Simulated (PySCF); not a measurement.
# Reading the logs of faulty runs: BH2O

These are calculations, not measurements. They come from PySCF 2.14.0, an open-source quantum chemistry program, on an isolated molecule that a program drew, which may never have been made. The molecule is BH2O (charge 0, doublet), drawn as the SMILES string `[BH]O`.

Each row is a Hartree-Fock (HF) and frozen-core CCSD(T) single point in the cc-pVDZ basis, meant for a local HF minimum. Run 1 is clean. Each other run has one planted mistake out of seven kinds, and not every kind appears here: one electron removed, one electron added, multiplicity raised by two, geometry at a saddle point, minimal basis STO-3G, one bond length entered in bohr, all coordinates scaled. The reference is restricted for singlets and unrestricted otherwise, and also for a bond in bohr. Adding or removing an electron swaps singlet and doublet. Electrons count all cores. HOMO and LUMO are orbital energies over both spins, the gradient is its largest component, and the lowest frequency (negative if imaginary) is given only where the gradient is small. Bond lengths are over the 3 bonds as drawn. T1 is the CCSD diagnostic: over 0.02 (restricted) or 0.045 (unrestricted) a single reference is doubtful.

Geometry of the clean run:
```xyz
4
BH2O, angstrom
B     0.8048   -0.2108    0.6984
O     0.3788   -1.4370    0.3857
H     1.3137    0.0167    1.7628
H    -0.0055   -1.5081   -0.4761
```

```
run  electrons  basis functions  <S^2>  HOMO (eV)  LUMO (eV)  gradient (hartree/bohr)  lowest frequency (cm^-1)  mean bond (Å)  longest bond (Å)      T1  HF (hartree)  CCSD(T) (hartree)               mistake
  1         15               38  0.753      -9.02       3.21                  1.4e-05                       780         1.1610             1.335  0.0176    -100.69449         -100.97182              no fault
  2         15               12  0.754      -6.90       8.48                  5.4e-02                         -         1.1610             1.335  0.0225     -99.32435          -99.41764  minimal basis STO-3G
  3         14               38  0.000     -23.33      -7.28                  1.3e-01                         -         1.1610             1.335  0.0249    -100.39437         -100.67478                     ?
  4         16               38  0.000       1.50      10.63                  9.1e-02                         -         1.1610             1.335  0.0152    -100.60316         -100.91123                     ?
```

**Which mistake was planted in run 3, and what did it cost?**

It counts 14 electrons, one fewer than the clean run, at the same geometry and basis. So the mistake is: one electron removed. Subtracting run 1 and multiplying by 627.51 kcal/mol a hartree, the energy moved by 188.3 kcal/mol in HF and 186.4 kcal/mol in CCSD(T).

**Which mistake was planted in run 4, and what did it cost?**

It counts 16 electrons, one more than the clean run, at the same geometry and basis. So the mistake is: one electron added. Subtracting run 1 and multiplying by 627.51 kcal/mol a hartree, the energy moved by 57.3 kcal/mol in HF and 38.0 kcal/mol in CCSD(T).

Cautions from the logs. Run 3: T1 is over the limit, so its CCSD(T) energy is less reliable; run 4: the HOMO is above zero, so the electron isn't bound and the energy depends on the basis.
